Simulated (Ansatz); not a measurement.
## Energy profile

The step: AlSiH₃OF ([F][Al][O][SiH3]) + H₂O + H₂O → AlHOF ([OH][Al][F]) + SiH₄O ([OH][SiH3]) + H₂O (still joined by a long Al–O bond); bonds formed: O2–H7, H5–O8; dative contacts that become bonds: Al1–O6; bonds broken: H5–O6, H7–O8; bonds weakened to dative contacts: Al1–O2 (atoms numbered as in the saddle structure below).

```
13
angstrom
Al -1.4880 0.6864 -0.4485
O 0.0302 -0.3737 -0.4125
Si 0.2551 -1.9620 -0.8422
F -2.6500 -0.0715 0.4875
H 0.5023 1.6797 0.8719
O -0.7504 2.0336 0.5198
H 0.8859 0.2473 0.2424
O 1.4042 1.0582 0.9048
H 0.0894 -2.8490 0.3350
H -0.7321 -2.3129 -1.8906
H 1.6371 -2.1023 -1.3701
H -1.3017 2.4710 1.1711
H 2.1182 1.4952 0.4313
```

Electronic energies by CCSD(T) at an estimated basis limit (MP2 extrapolated from triple and quadruple zeta, plus CCSD(T) − MP2 in triple zeta), on PBE0-D4/def2-TZVP structures; AlSiH$_{7}$O$_{3}$F, doublet; no counterpoise correction; spin–orbit coupling, which lowers free halogen atoms and radicals such as OH and SH, is left out. Ansatz 0.2.0; basis: def2-TZVPP and def2-QZVPP; cores frozen in the correlated methods; orbitals are unrestricted. Extrapolation: Hartree–Fock as exp(−7.88 √X), correlation as X^−2.97.

(1) Give the profile in kcal/mol, counted from the separated reactants. (An estimate is asked for; the value comes from the calculation.)

T1 diagnostic: at most 0.017. ⟨S²⟩ of the unrestricted Hartree–Fock references: 0.75 (a pure state has 0.75).

Answers

(1) The calculation gives:
| point | kcal/mol |
| --- | --- |
| separated: AlSiH$_{3}$OF (linked as [F][Al][O][SiH3]; Al1, O2, Si3, F4, H9, H10, H11; doublet) + H$_{2}$O (H5, O6, H12; singlet) + H$_{2}$O (H7, O8, H13; singlet) | 0.00 |
| start structure | -35.08 |
| saddle | -25.49 |
| end structure | -31.03 |
| separated: AlHOF (linked as [OH][Al][F]; Al1, F4, O6, H12; doublet) + SiH$_{4}$O (linked as [OH][SiH3]; O2, Si3, H7, H9, H10, H11; singlet) + H$_{2}$O (H5, O8, H13; singlet) | 6.28 |
The saddle lies below the separated reactants: the barrier is submerged.

For scale, one of the runs: CCSD(T)/def2-TZVPP, 306 basis functions, launched by `ansatz run in.yaml --threads 4 --pin off --events-out ev --progress --plain --max-ram 66560MiB --backend cuda --devices 0, --max-vram 37GiB`. The run took 23 s on 4 CPU threads of an AMD EPYC 7R13 and a share of one NVIDIA H100 (shared host), with 1.3 GiB of host memory at its peak.
